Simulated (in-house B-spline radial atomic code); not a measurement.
Configurations of Er VII (Er6+), with energies counted from [Kr] 4d10 (4f5/2)6 (4f7/2)4 5s2 (5p1/2)2 (5p3/2)2. Level of theory: Dirac-Hartree-Fock, average of each configuration as written, Fermi nucleus of rms radius 5.2516 fm; calculated with a radial B-spline atomic code at the basis-set limit. Energies include first-order Breit, QED and recoil terms.

Occupations are held fixed; configurations that lie above the ionisation limit could autoionise.

| configuration | E - E(ref) (eV) | highest orbital | its <r> (bohr) |
| --- | --- | --- | --- |
| [Kr] 4d10 (4f5/2)5 (4f7/2)4 5s2 (5p1/2)2 (5p3/2)3 | -8.2215 | 5p3/2 | 1.339 |
| [Kr] 4d10 (4f5/2)4 (4f7/2)6 5s2 (5p3/2)4 | 18.249 | 4f7/2 | 0.7 |
| [Kr] 4d10 (4f5/2)3 (4f7/2)6 5s2 (5p1/2)2 (5p3/2)2 6s1 | 43.384 | 6s1/2 | 2.422 |
| [Kr] 4d10 (4f5/2)2 (4f7/2)7 5s2 (5p1/2)2 (5p3/2)2 (6g9/2)1 | 85.521 | 6g9/2 | 6.147 |
| [Kr] 4d10 (4f5/2)2 (4f7/2)7 5s2 (5p3/2)4 (8p1/2)1 | 97.676 | 8p1/2 | 6.657 |
| [Kr] 4d10 (4f5/2)5 (4f7/2)5 5s2 (5p3/2)3 (7d3/2)1 | 99.749 | 7d3/2 | 5.407 |
| [Kr] (4d3/2)3 (4d5/2)6 (4f5/2)4 (4f7/2)6 5s2 (5p3/2)4 6s1 | 238.04 | 6s1/2 | 2.411 |

(1) Order these further configurations by energy, lowest first.
A. [Kr] 4d10 (4f5/2)2 (4f7/2)8 5s2 (5p1/2)2 (5p3/2)1 7s1
B. [Kr] 4d10 (4f5/2)3 (4f7/2)7 5s2 (5p1/2)2 (5p3/2)2
C. [Kr] (4d3/2)3 (4d5/2)6 (4f5/2)3 (4f7/2)7 5s2 (5p3/2)4 (6p1/2)1
D. [Kr] (4d3/2)3 (4d5/2)6 (4f5/2)5 (4f7/2)5 5s2 (5p1/2)1 (5p3/2)3 (7g9/2)1
E. [Kr] 4d10 (4f5/2)6 (4f7/2)4 5s2 (5p1/2)2 (5p3/2)1 (5f5/2)1

(2) How far above the reference does [Kr] 4d10 (4f5/2)5 (4f7/2)5 5s2 (5p1/2)2 (5p3/2)2 lie?

(3) How far above the reference does [Kr] 4d10 (4f5/2)6 (4f7/2)3 5s2 (5p1/2)1 (5p3/2)3 (9g9/2)1 lie?

(4) Is the reference the lowest configuration at this level of theory?

Results:

(1) B (4.5571 eV), E (66.141 eV), A (76.565 eV), C (244.43 eV), D (277.89 eV).

(2) 2.4933 eV; its least bound orbital is 4f7/2 with <r> = 0.7009 bohr.

(3) 97.627 eV; its least bound orbital is 9g9/2 with <r> = 15.69 bohr.

(4) No: [Kr] 4d10 (4f5/2)5 (4f7/2)4 5s2 (5p1/2)2 (5p3/2)3 lies 8.222 eV lower. Averages of configurations without correlation can order differently from the measured ground levels.
